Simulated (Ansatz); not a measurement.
## Reading a saddle point

A first-order saddle point of BH₄O₂F₃, singlet, PBE0-D4/def2-TZVP, with one imaginary mode of 326i cm⁻¹:

```
10
angstrom
B -1.0096 -0.2783 -0.4906
F 0.2868 0.2248 -1.3229
F -0.8769 -1.6238 -0.5301
F -2.0560 0.2618 -1.1463
H 0.8010 0.2604 1.0056
O -0.7880 0.2450 0.8359
H 1.1223 0.2239 -0.5499
O 1.6901 0.2391 0.5159
H -1.2916 1.0489 0.9797
H 2.1219 -0.6019 0.7028
```

Program: Ansatz 0.2.0. Basis: def2-TZVPP and def2-QZVPP. Cores are frozen in the correlated methods. Extrapolation: Hartree–Fock as exp(−7.88 √X), correlation as X^−2.97.

(1) Which contacts change along the imaginary mode, and what lies on either side? (Judge from chemistry; the calculation decides.)

(2) Which side is lower, and how far does the saddle lie above each? (Judge from chemistry; the value comes from the calculation.)

The T1 diagnostic stays at or below 0.012.

## Answers

(1) Computed: The step is BF₃ ([F][B]([F])[F]) + H₂O + H₂O → BHOF₂ ([OH][B]([F])[F]) + H₂O + HF, with the molecules in contact on both sides. Shortening one way: B1–O6, F2–H7, H5–O8; lengthening the same way: B1–F2, H5–O6, H7–O8.
```csv
pair,one side (Å),saddle (Å),other side (Å)
B1–O6,1.63,1.44,1.36
F2–H7,2.05,1.14,0.96
H5–O8,1.59,1.02,0.97
B1–F2,1.39,1.62,2.41
H5–O6,1.01,1.60,2.03
H7–O8,0.97,1.21,1.58
```

(2) The calculation gives: The side with B1–F2, H5–O6, H7–O8 short is lower by 38.0 kJ/mol; the saddle lies 63.1 kJ/mol above it and 25.0 kJ/mol above the other (CCSD(T) at an estimated basis limit (MP2 extrapolated from triple and quadruple zeta, plus CCSD(T) − MP2 in triple zeta); electronic energies).

The step is the kind of ligand exchange by which a precursor binds to a hydroxyl group, or is hydrolysed, in atomic layer deposition of oxides.

Labels in which every atom is bracketed show which atoms are joined, not bond orders.

For scale, one of the runs: CCSD(T)/def2-TZVPP, 242 basis functions, launched by `ansatz run in.yaml --threads 8 --pin off --events-out ev --progress --plain --max-ram 19148MiB`. The run took 120 s on 8 CPU threads of an Arm Neoverse V2 (shared host), with 5.7 GiB of host memory at its peak.
